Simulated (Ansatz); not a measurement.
One change: `CN(C)[CH2][AlH2]` becomes `C[N](C)[ZnH]`.

Ansatz, PBE0-D4/def2-TZVP geometries, multiplicity 1. Each molecule was computed in one conformer, which needn't be the lowest.

Scalar relativity is left out up to krypton.

```json
{"property": "LUMO energy (ωB97M-V/def2-TZVPP) / eV", "`CN(C)[CH2][AlH2]`": "0.26"}
{"property": "HOMO energy (ωB97M-V/def2-TZVPP) / eV", "`CN(C)[CH2][AlH2]`": "-8.41"}
{"property": "HOMO energy (PBE0/def2-TZVPP) / eV", "`CN(C)[CH2][AlH2]`": "-6.09"}
{"property": "size of the dipole moment (B3LYP/def2-TZVPP) / D", "`CN(C)[CH2][AlH2]`": "0.92"}
{"property": "HOMO–LUMO gap (PBE0/def2-TZVPP) / eV", "`CN(C)[CH2][AlH2]`": "4.79"}
{"property": "zero-point energy (PBE0-D4/def2-TZVP) / kJ/mol", "`CN(C)[CH2][AlH2]`": "321.1"}
```

(1) What does the change do to each property? (An estimate is asked.)

Answers

(1) The calculation gave: 
```csv
property,`C[N](C)[ZnH]`,shift
LUMO energy (ωB97M-V/def2-TZVPP) / eV,0.99,0.73
HOMO energy (ωB97M-V/def2-TZVPP) / eV,-7.99,0.42
HOMO energy (PBE0/def2-TZVPP) / eV,-5.70,0.39
size of the dipole moment (B3LYP/def2-TZVPP) / D,0.25,-0.67
HOMO–LUMO gap (PBE0/def2-TZVPP) / eV,5.35,0.56
zero-point energy (PBE0-D4/def2-TZVP) / kJ/mol,229.7,-91.4
```

With PBE0 the HOMO rises by 0.39 eV and the LUMO rises by 0.96 eV, so the gap widens by about 0.57 eV. PBE moves the HOMO by 0.27 eV and ωB97M-V by 0.42 eV. The zero-point energy changes by -91.4 kJ/mol with -12 modes. Dipoles are sizes alone; their direction can turn.

B3LYP here is the variant with VWN-RPA as its local correlation; programs differ in this.
